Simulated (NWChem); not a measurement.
# AlCl, singlet; SMILES [Al][Cl]

All runs: NWChem. Pople sets run with spherical d functions. Low-valent species are run as closed-shell singlets; no triplet was tried in these runs. Structure relaxed at the PBE0/def2-SVP level. Vertical excitations in the gas phase; the lowest state need not have the same character in each row.

For level BHandHLYP/6-31G*, TDA:

```yaml
lowest excitation, singlet (eV): 5.01
oscillator_strength_of_that_lowest_state: 0.316
orbital gap (eV): 6.97
```

How do the values read with level PBE/6-31G*, TDA instead?

The lowest excitation, singlet (eV) comes out as 4.80 and the oscillator strength of that lowest state is 0.243. The orbital gap (eV) is 3.70.
